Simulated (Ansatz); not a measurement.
Ansatz (a program for electronic structure) input file for Ga(H)(Me)(OMe) (C2H7GaO), SMILES [GaH]([O]C)[CH3], PBE0/def2-SVPD. Geometry: r2SCAN-D4/def2-SVP. The structure was generated by enumeration; whether it is a known compound was not checked. The values are those of a single conformer.

Ansatz 0.2 input:
```yaml
crystal:
  periodic: [false, false, false]
  atoms:
    - {symbol: Ga, position_ang: [-0.36123057, -0.38811696, 0.00000000]}
    - {symbol: H, position_ang: [-1.90404252, -0.12561336, -0.00000001]}
    - {symbol: C, position_ang: [0.67252588, -2.03933747, -0.00000000]}
    - {symbol: H, position_ang: [0.43864023, -2.64937775, 0.88708621]}
    - {symbol: H, position_ang: [0.43864023, -2.64937775, -0.88708621]}
    - {symbol: H, position_ang: [1.74807763, -1.80977725, 0.00000000]}
    - {symbol: O, position_ang: [0.65329024, 1.08706997, 0.00000000]}
    - {symbol: C, position_ang: [0.17640589, 2.40526769, -0.00000000]}
    - {symbol: H, position_ang: [0.54383669, 2.94934368, -0.89047768]}
    - {symbol: H, position_ang: [0.54383668, 2.94934368, 0.89047768]}
    - {symbol: H, position_ang: [-0.93075380, 2.47494330, -0.00000001]}
basis:
  gaussian:
    orbitals: def2-SVPD
hamiltonian:
  xc: {name: PBE0}
```

Output:

```
WARN ansatz: RAYON_NUM_THREADS=1 ignored (pool sized by the plan → 1); use --threads N
Functional definition: PBE0
integrals: 0.09 GiB planned
1421 factors; their error is unknown
mean field: 0.78 GiB planned
mean field evaluation 1: about -56582.4405 eV, gradient 6.8e1 eV
mean field evaluation 2: about -56555.7049 eV, gradient 1.3e2 eV
mean field evaluation 4: about -56591.9627 eV, gradient 6.3e0 eV
mean field evaluation 8: about -56592.2427 eV, gradient 1.9e-1 eV
mean field evaluation 16: about -56592.2427 eV, gradient 1.6e-5 eV
mean field -56592.24273897 eV, -2079.7265610572 hartree, gradient 1.6e-5 eV, S^2 0.000000; 0 other end points of the search recorded, 0 dependent functions left out
reference -56592.24277963 eV, -2079.7265625516 hartree; 29, 29 occupied and 128, 128 virtual orbitals, 1421 factors
Total energy: -56592.24277963 eV, -2079.7265625516 hartree
```

Self-consistency was reached.

Cost: about 3 core-seconds (a rough figure).
